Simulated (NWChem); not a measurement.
Everything below was run with NWChem. System: H$_{3}$N$_{2}$, charge 0, spin multiplicity 2, at a geometry optimised with UPBE0/def2-SVP. The structure started from a generated list of species. Its SCF solution wasn't tested for a lower state. Level: ROCCSD(T)/def2-TZVP, 2 core orbitals frozen.

Part of the output:

```
             Northwest Computational Chemistry Package (NWChem) 7.3.0
             --------------------------------------------------------

                                NWChem Input Module
                                -------------------

 Scaling coordinates for geometry "geometry" by  1.889725989
 (inverse scale =  0.529177249)

                             Geometry "geometry" -> ""
                             -------------------------

 Output coordinates in angstroms (scale by  1.889725989 to convert to a.u.)

  No.       Tag          Charge          X              Y              Z
 ---- ---------------- ---------- -------------- -------------- --------------
    1 N                    7.0000     0.65114900    -0.35655300     0.09592000
    2 N                    7.0000    -0.54698500     0.18908400    -0.12331500
    3 H                    1.0000     1.32450700     0.41590200     0.02417400
    4 H                    1.0000    -0.72479300     1.17457500     0.06738200
    5 H                    1.0000    -1.32885800    -0.41819000     0.10021200

 Effective nuclear repulsion energy (a.u.)      36.6884911946

            Nuclear Dipole moment (a.u.)
            ----------------------------
        X                 Y               Z
 ---------------- ---------------- ----------------
     0.0000075589     0.0000075589     0.0000056692


 Summary of "ao basis" -> "" (spherical)
 ------------------------------------------------------------------------------
       Tag                 Description            Shells   Functions and Types
 ---------------- ------------------------------  ------  ---------------------
 *                         def2-tzvp                  on all atoms

 Summary of "ao basis" -> "ao basis" (spherical)
 ------------------------------------------------------------------------------
       Tag                 Description            Shells   Functions and Types
 ---------------- ------------------------------  ------  ---------------------
 N                         def2-tzvp                11       31   5s3p2d1f
 H                         def2-tzvp                 4        6   3s1p

                                 NWChem SCF Module
                                 -----------------

  ao basis        = "ao basis"
  functions       =    80
  atoms           =     5
  closed shells   =     8
  open shells     =     1
  charge          =   0.00
  wavefunction    = ROHF
  use symmetry    = F
  symmetry adapt  = F

 Summary of "ao basis" -> "ao basis" (spherical)
 ------------------------------------------------------------------------------
       Tag                 Description            Shells   Functions and Types
 ---------------- ------------------------------  ------  ---------------------
 N                         def2-tzvp                11       31   5s3p2d1f
 H                         def2-tzvp                 4        6   3s1p

 Forming initial guess at       0.1s

 Starting SCF solution at       0.1s

 ----------------------------------------------
         Quadratically convergent ROHF

 Convergence threshold     :          1.000E-07
 Maximum no. of iterations :          100
 Final Fock-matrix accuracy:          1.000E-09
 ----------------------------------------------

              iter       energy          gnorm     gmax       time
             ----- ------------------- --------- --------- --------
                 1     -110.5845164123  7.63D-01  1.55D-01      1.0
                 2     -110.6060779429  2.55D-01  6.25D-02      1.3
                 3     -110.6149304435  6.35D-02  2.40D-02      2.1
                 4     -110.6160056249  5.85D-03  2.93D-03      2.7
                 5     -110.6160224961  7.32D-05  3.04D-05      3.7
                 6     -110.6160224982  1.15D-08  4.33D-09      5.5

       Final ROHF results
       ------------------

         Total SCF energy =   -110.616022498200
      One-electron energy =   -222.756180949456
      Two-electron energy =     75.451667256669
 Nuclear repulsion energy =     36.688491194586

        Time for solution =      5.4s

             Final eigenvalues
             -----------------

              1
    1  -15.5905
    2  -15.5762
[...]
    76      0.173025  5 H  s                 64     -0.171176  3 H  s
    45      0.166070  2 N  pz                12     -0.164706  1 N  px

 Vector   12  Occ=0.000000D+00  E= 2.042781D-01
              MO Center= -6.2D-01,  5.3D-01,  1.7D-01, r^2= 6.3D+00
   Bfn.  Coefficient  Atom+Function         Bfn.  Coefficient  Atom+Function
  ----- ------------  ---------------      ----- ------------  ---------------
    71      2.054441  4 H  s                 77     -1.749407  5 H  s
    65     -1.346785  3 H  s                  5      1.282935  1 N  s
    44     -0.959309  2 N  py                43     -0.636601  2 N  px
    13      0.621258  1 N  py                36     -0.589995  2 N  s
    70     -0.202813  4 H  s                 76      0.178212  5 H  s

 center of mass
 --------------
 x =   0.04407789 y =  -0.07086530 z =  -0.01159218

 moments of inertia (a.u.)
 ------------------
          15.477417447940          15.766135800057          -5.972295959959
          15.766135800057          51.934069249581           2.731497687899
          -5.972295959959           2.731497687899          64.869642878721

  Mulliken analysis of the total density
  --------------------------------------

    Atom       Charge   Shell Charges
 -----------   ------   -------------------------------------------------------
    1 N    7     7.28   0.82  1.16  0.57  0.87  0.32  1.38  1.54  0.56  0.01  0.05  0.00
    2 N    7     7.41   0.82  1.16  0.51  0.80  0.18  1.51  1.70  0.68  0.01  0.05  0.01
    3 H    1     0.80   0.26  0.44  0.06  0.03
    4 H    1     0.76   0.26  0.41  0.05  0.04
    5 H    1     0.75   0.26  0.41  0.05  0.04

 Mulliken analysis of the open-shell density
 -------------------------------------------

    Atom       Charge   Shell Charges
 -----------   ------   -------------------------------------------------------
    1 N    7     0.84   0.00  0.00  0.00 -0.00  0.00  0.33  0.33  0.17  0.00  0.00  0.00
    2 N    7     0.15   0.00 -0.00  0.00  0.00  0.00  0.06  0.05  0.02  0.00  0.01  0.00
    3 H    1     0.01   0.00  0.00 -0.00  0.01
    4 H    1     0.01   0.00  0.00 -0.00  0.00
    5 H    1     0.00   0.00  0.00 -0.00  0.00

       Multipole analysis of the density wrt the origin
       ------------------------------------------------

     L   x y z        total         open         nuclear
     -   - - -        -----         ----         -------
     0   0 0 0      0.000000     -1.000000     17.000000

     1   1 0 0     -0.417022     -0.850149      0.000008
     1   0 1 0      0.828888      0.446578      0.000008
     1   0 0 1      0.203158     -0.094553      0.000006

     2   2 0 0     -7.536232     -2.479123     32.524613
     2   1 1 0      1.491947      0.905173     -7.477488
     2   1 0 1     -0.656134     -0.322949      2.711798
     2   0 2 0     -8.937594     -1.011487     10.240610
     2   0 1 1      0.301406      0.056014     -1.268909
     2   0 0 2    -10.768527     -1.646896      0.664282

                   NWChem Extensible Many-Electron Theory Module
                   ---------------------------------------------


            General Information
            -------------------
      Number of processors :     1
         Wavefunction type : Restricted open-shell Hartree-Fock
          No. of electrons :    17
           Alpha electrons :     9
            Beta electrons :     8
           No. of orbitals :   160
            Alpha orbitals :    80
             Beta orbitals :    80
        Alpha frozen cores :     2
         Beta frozen cores :     2
     Alpha frozen virtuals :     0
      Beta frozen virtuals :     0
         Spin multiplicity : doublet
    Number of AO functions :    80
       Number of AO shells :    34
        Use of symmetry is : off
      Symmetry adaption is : off
         Schwarz screening : 0.10D-09

          Correlation Information
          -----------------------
          Calculation type : Coupled-cluster singles & doubles w/ perturbation
   Perturbative correction : (T)
            Max iterations :      100
        Residual threshold : 0.10D-05
     T(0) DIIS level shift : 0.00D+00
     L(0) DIIS level shift : 0.00D+00
     T(1) DIIS level shift : 0.00D+00
     L(1) DIIS level shift : 0.00D+00
     T(R) DIIS level shift : 0.00D+00
     T(I) DIIS level shift : 0.00D+00
   CC-T/L Amplitude update :  5-th order DIIS
                I/O scheme : Global Array Library
        L-threshold :  0.10D-05
        EOM-threshold :  0.10D-05
 no EOMCCSD initial starts read in
 TCE RESTART OPTIONS
 SLICE:      F
 D4D5:       F
 quantumc:   F
 qrotation:  F
 pwtce:      F
 qducc:      F
 nacto:                         0
 nrotv:                         0
 nrot:                          0

            Memory Information
            ------------------
          Available GA space size is     249024000 doubles
          Available MA space size is     104853300 doubles

 Maximum block size supplied by input
 Maximum block size        24 doubles

 tile_dim =     24

 -------------------------------------------------

 Global array virtual files algorithm will be used

 Parallel file system coherency ......... OK

 4-electron integrals stored in orbital form

 v2    file size   =          8582954
 4-index algorithm nr.  13 is used
 imaxsize =       30
 imaxsize ichop =        0


CCSD iterations
 ---------------------------------------------------------
 Iter          Residuum       Correlation     Cpu    Wall
 ---------------------------------------------------------
    1   0.1779805043515  -0.4060532040047     1.6     1.6
    2   0.0409536357216  -0.4095912409650     1.6     1.6
    3   0.0157564630719  -0.4172991585803     1.6     1.6
    4   0.0074721320921  -0.4180313012003     1.6     1.6
    5   0.0056477232446  -0.4187421785927     1.6     1.6
    6   0.0026368048147  -0.4190556317029     1.6     1.6
    7   0.0011434787034  -0.4190989391348     1.6     1.6
    8   0.0010966510392  -0.4190806143494     1.6     1.6
    9   0.0008842738371  -0.4191188937506     1.6     1.6
   10   0.0011475355911  -0.4191178449324     1.6     1.6
   11   0.0001018112768  -0.4191421925339     1.6     1.6
   12   0.0000654117374  -0.4191424392950     1.5     1.5
   13   0.0000343481887  -0.4191452532128     1.5     1.5
   14   0.0000311795541  -0.4191445039250     1.5     1.5
   15   0.0000185353938  -0.4191456634909     1.5     1.5
   16   0.0000072424667  -0.4191457944412     1.5     1.5
   17   0.0000049154919  -0.4191457638065     1.5     1.5
   18   0.0000043362859  -0.4191456491895     1.5     1.5
   19   0.0000051421197  -0.4191457099715     1.5     1.5
   20   0.0000061462037  -0.4191456943889     1.5     1.5
   21   0.0000006115079  -0.4191457217629     1.5     1.5
 -----------------------------------------------------------------
 Iterations converged
 CCSD correlation energy / hartree =        -0.419145721762879
 CCSD total energy / hartree       =      -111.035168219963296

 Singles contributions
     9a   (beta ) ---     7a   (beta )        0.1062147573

 Doubles contributions
 CCSD(T)
 Using plain CCSD(T) code
             total no. of tasks          192
 total no. of tasks / no. procs          192
                         wl_min          216           2.4
                         wl_max      2985984          12.0
        thresh for no. of tasks          192

 CCSD[T]  correction energy / hartree =        -0.016426465937023
 CCSD[T] correlation energy / hartree =        -0.435572187699901
 CCSD[T] total energy / hartree       =      -111.051594685900312
 CCSD(T)  correction energy / hartree =        -0.015661187588614
 CCSD(T) correlation energy / hartree =        -0.434806909351493
 CCSD(T) total energy / hartree       =      -111.050829407551916

 Task  times  cpu:      116.4s     wall:      116.4s

 Total times  cpu:      116.5s     wall:      116.5s
```

### Question
Write an NWChem input that would produce this output.

### Answer
This is not unique; one that fits is 
```
start mol
memory heap 100 mb stack 700 mb global 1900 mb
geometry units angstroms nocenter noautoz noautosym
  N      0.651149    -0.356553     0.095920
  N     -0.546985     0.189084    -0.123315
  H      1.324507     0.415902     0.024174
  H     -0.724793     1.174575     0.067382
  H     -1.328858    -0.418190     0.100212
end
basis spherical
  * library def2-tzvp
end
scf
  rohf
  nopen 1
  maxiter 100
  thresh 1e-7
  semidirect memsize 60000000 filesize 0
  # guess.movecs holds the orbitals of an unrestricted PBE0 run
  vectors input guess.movecs output mol.movecs
end
tce
  freeze core 2
  ccsd(t)
  2eorb
  2emet 13
  thresh 1e-6
  maxiter 100
  tilesize 24
end
task tce energy
```
